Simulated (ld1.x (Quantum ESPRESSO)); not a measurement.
# What one change does to a pseudopotential (La, TM)

lanthanum, norm-conserving Troullier–Martins (Kleinman–Bylander form), made with ld1.x (Quantum ESPRESSO) 7.5 (BLYP, scalar-relativistic). Core [Kr] 4d10 5s2, reference 4f0 5p6 5d1 6s1 6p0 (charge +1). Waves: 6s (bound): rc 2.70 bohr; 5p (bound): rc 1.70 bohr; 5d (bound): rc 3.80 bohr; 4f (bound, empty): rc 1.95 bohr. Local part: the f channel. Core correction: Bessel-smoothed model core inside 1.60 bohr.

All-electron outer shells of the reference configuration (BLYP, scalar-relativistic, ld1.x):

```json
{"shell": "4d", "level (eV)": "-109.44", "outermost node (bohr)": "0.32", "outermost maximum (bohr)": "0.68"}
{"shell": "5s", "level (eV)": "-44.56", "outermost node (bohr)": "0.77", "outermost maximum (bohr)": "1.41"}
{"shell": "5p", "level (eV)": "-27.97", "outermost node (bohr)": "0.83", "outermost maximum (bohr)": "1.58"}
{"shell": "4f", "level (eV)": "-9.98", "outermost node (bohr)": "–", "outermost maximum (bohr)": "0.75"}
{"shell": "5d", "level (eV)": "-8.36", "outermost node (bohr)": "0.95", "outermost maximum (bohr)": "2.19"}
{"shell": "6s", "level (eV)": "-8.33", "outermost node (bohr)": "1.85", "outermost maximum (bohr)": "3.60"}
{"shell": "6p", "level (eV)": "-5.36", "outermost node (bohr)": "2.18", "outermost maximum (bohr)": "4.46"}
```

Change: wave 4f (bound): rc 1.95 bohr becomes 4f (bound): rc 2.34 bohr.

Cutoffs: the cutoffs (Ry, on a coarse ladder) from which the occupation-weighted sum of valence levels, in a spherical-Bessel basis at the reference potential, stays within 10 and 1 mRy of its value at 400 Ry; they do not see the model core or the augmentation charge, which bear on the density cutoff. Errors are all-electron minus pseudo energies relative to the spin-unpolarised reference configuration.

Task: What does the change do?

Result: The potential gets softer (50 Ry and 60 Ry → 30 Ry and 55 Ry); both files keep a bound ghost (p, s); the number of tests that count goes from 6 to 3; of the 3 tests that both files solve, the error grows in 0 and shrinks in 2 by more than 15 % and 0.3 meV (median size 1.8 → 0.8 meV); the range in which the p phases agree narrows (upper end 2.2 → -0.6); the range in which the d phases agree narrows (upper end 3.5 → 0.5). A larger radius leaves more room for a smooth pseudo-wave, so fewer plane waves are needed.

```csv
quantity,base,changed
"cutoff, loose",50 Ry,30 Ry
"cutoff, tight",60 Ry,55 Ry
loose cutoff by channel (10 mRy a level),"s 8 Ry, p 25 Ry, d 10 Ry","s 18 Ry, p 21 Ry, d 10 Ry"
bound ghosts,"s, p","s, p"
"tests counted (converged, no solver errors)",6 of 7,3 of 7
"error for 4f0 5p6 5d1 6s2 6p0, meV [ΔE -5.87 eV]",+1.8,+0.8
"error for 4f0 5p6 5d1 6s0 6p0, meV [ΔE 10.96 eV]",-7.6,-5.8
"error for 4f0 5p6 5d1 6s1.5 6p0, meV [ΔE -3.54 eV]",+0.6,+0.4
s: phases at 4.11 bohr within 0.05 rad from the reference energy up to (Ry; the scan ends near 5),n/a,n/a
p: phases at 4.11 bohr within 0.05 rad from the reference energy up to (Ry; the scan ends near 5),2.2,-0.6
d: phases at 4.11 bohr within 0.05 rad from the reference energy up to (Ry; the scan ends near 5),3.5,0.5
f: phases at 4.11 bohr within 0.05 rad from the reference energy up to (Ry; the scan ends near 5),0.2,0.0
```

Base: The cutoffs count occupied waves only; the empty 4f level needs 90 Ry at the loose tolerance. Tests not counted: 4f0 5p6 5d1 6s1 6p1 (solver errors, printed error -405 eV). These tests converged, but a pseudo level misses the all-electron one widely, so the file describes the atom poorly there or has found another state: 4f0 5p6 5d1 6s0 6p0: empty 6p by 7.0 eV; 4f0 5p6 5d0 6s2 6p0: empty 6p by 4.1 eV. Changed file: The cutoffs count occupied waves only; the empty 4f level needs 70 Ry at the loose tolerance. Tests not counted: 4f0 5p6 5d0 6s0 6p0 (solver errors, printed error -230 eV); 4f0 5p6 5d1 6s1 6p1 (pseudo-atom not self-consistent, printed error -87 meV); 4f1 5p6 5d0 6s1 6p0 (solver errors, printed error -511 eV); 4f0 5p6 5d0 6s2 6p0 (solver errors, printed error -314 eV). A true bound ghost makes a file unfit for plane-wave use even where its test errors are small: the radial tests pick states by their node count and pass the ghost by. Where a test does run into it, the solver fails or the error is huge.
